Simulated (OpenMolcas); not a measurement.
# Ru III: from CASSCF to CASPT2

```json
{"Program": "OpenMolcas", "Basis": "ANO-R1 [6s4p3d1f]", "Scalar Hamiltonian": "X2C, finite nucleus", "Active space": "6 electrons in 6 orbitals (4d 5s)", "State averaging": "2S+1 = 5 even, 30 roots; 2S+1 = 7 even, 1 root kept (CI in the orbitals of an earlier block); 2S+1 = 3 even, 127 roots kept (CI in the orbitals of an earlier block, 107 in the spin-orbit step); 2S+1 = 1 even, 102 roots kept (CI in the orbitals of an earlier block, 62 in the spin-orbit step)", "Spin-orbit coupling": "state interaction with AMFI integrals over the reference wave functions, term energies averaged over their components"}
```

Methods on the same reference wave functions:
A. CASSCF
B. SS-CASPT2, IPEA 0.25 Eh, imaginary shift 0.1 Eh (closed shells correlated: 4s 4p)
C. MS-CASPT2, IPEA 0.25 Eh, imaginary shift 0.1 Eh (closed shells correlated: 4s 4p)

Energies in cm⁻¹ above 4d⁶ ⁵D₄, the measured ground level; measured values from Moore, Atomic Energy Levels, vol. III, NSRDS-NBS 35 (1971 reprint of NBS Circular 467, 1958).

| Level | A | B | C | Measured |
| --- | --- | --- | --- | --- |
| 4d⁶ ⁵D₄ | 0.0 | 0.0 | 0.0 | 0.0 |
| 4d⁶ ⁵D₃ | 1260 | 1280 | 1281 | 1159 |
| 4d⁶ ⁵D₂ | 2027 | 2010 | 2010 | 1826 |
| 4d⁶ ⁵D₁ | 2522 | 2490 | 2490 | 2266 |
| 4d⁶ ⁵D₀ | 2760 | 2720 | 2720 | 2476 |
| 4d⁶ ³H₆ | 18290 | 16810 | 16810 |  |
| 4d⁶ ³H₅ | 18663 | 17030 | 17040 |  |
| 4d⁶ ³P₂(1) | 19017 | 15110 | 15120 |  |
| 4d⁶ ³F₃(1) | 20855 | 17890 | 17900 |  |
| 4d⁵ 5s ⁷S₃ | 20950 | 23310 | 23320 | 27163 |
| 4d⁶ ³F₂(1) | 21456 | 18330 | 18340 |  |
| 4d⁶ ³P₁(1) | 22631 | 18750 | 18760 |  |
| 4d⁶ ³G₅ | 22776 | 20470 | 20470 |  |
| 4d⁶ ³P₀(1) | 23366 | 19400 | 19400 |  |
| 4d⁶ ³G₄ | 23939 | 21410 | 21410 |  |
| 4d⁶ ³G₃ | 24250 | 21670 | 21670 |  |
| 4d⁶ ¹I₆ | 28008 | 25920 | 25920 |  |
| 4d⁶ ³D₂ | 28042 | 23970 | 23970 |  |
| 4d⁶ ³D₁ | 28151 | 24160 | 24170 |  |
| 4d⁶ ³D₃ | 28381 | 24380 | 24390 |  |
| 4d⁶ ¹G₄(1) | 29431 | 26250 | 26270 |  |
| 4d⁶ ¹S₀ | 33012 | 28350 | 28350 |  |
| 4d⁶ ¹D₂(1) | 36045 | 30180 | 30190 |  |
| 4d⁶ ¹F₃ | 39627 | 33810 | 33820 |  |

Deviations, from unrounded energies. A percentage is the sum of absolute deviations over the sum of measured energies, with the sign that they share, or ± where signs differ.

| Against measurement | Levels | A | B | C |
| --- | --- | --- | --- | --- |
| mean absolute deviation (cm-1) | 5 | 1400 | 920 | 930 |
| fine structure of the ground term (%) | 4 | +10.9 | +10.0 | +10.1 |
| other configurations (%) | 1 | -22.9 | -14.2 | -14.2 |

B, C lie about equally close to measurement and A furthest from it. The largest miss of B in the table is 4d⁵ 5s ⁷S₃, by -3900 cm-1. The ranking rests on the paired levels alone, and a cruder setting can come out closer through cancelling errors.

Between B and C the level of the table that moves most is 4d⁶ ¹G₄(1), by 16 cm-1 (lowest in B, highest in C). Moves below CASPT2's spread within the term are not significant.

The two smallest mean deviations differ by little beside CASPT2's spread within terms, so their order carries little weight.

From A to B the spin-free energies of the other terms of 4d⁶ shown, above ⁵D, scale by factors of 0.79 to 0.92, as is usual when dynamic correlation screens the repulsion within a d or f shell.

The lowest spin-free term lies below A's lowest term by 0.287 hartree in B, 0.287 hartree in C.

CASPT2 does not keep the components of a term degenerate, so their means are used; among the terms shown or strongly mixed into the levels shown the widest spread is 1600 cm-1 (4d⁶ ¹I, C). Some high roots are left out of the spin-orbit mixing, which shifts the levels that they would mix with. Terms from blocks run as CI alone lack orbitals of their own. A single d shell beside an s shell can misplace configurations of different d count against each other. Without dynamic correlation excited terms often stand tens of per cent too high (terms of higher spin than the ground term too low), and those without a measured partner can miss by more than the paired ones (holds for A). Blocks of more than 70 roots (2S+1 = 3 even) ran without multistate coupling (holds for C). The CASPT2 spread within a term exceeds the gap to the next term for 4d⁶ ¹G(1) and 4d⁶ ¹I, so the order of their levels is uncertain (holds for C). Computed and measured levels are paired by configuration, term and J; levels that our copy of the source lacks, or whose pairing is in doubt (as where it misses far off the trend of its configuration), stay unpaired and out of the deviations. Only configurations of the active space appear. Levels that lie high or do not pair safely by name in every column are left out.

A number in round brackets counts repeated terms of one configuration in the order of the reference energies.
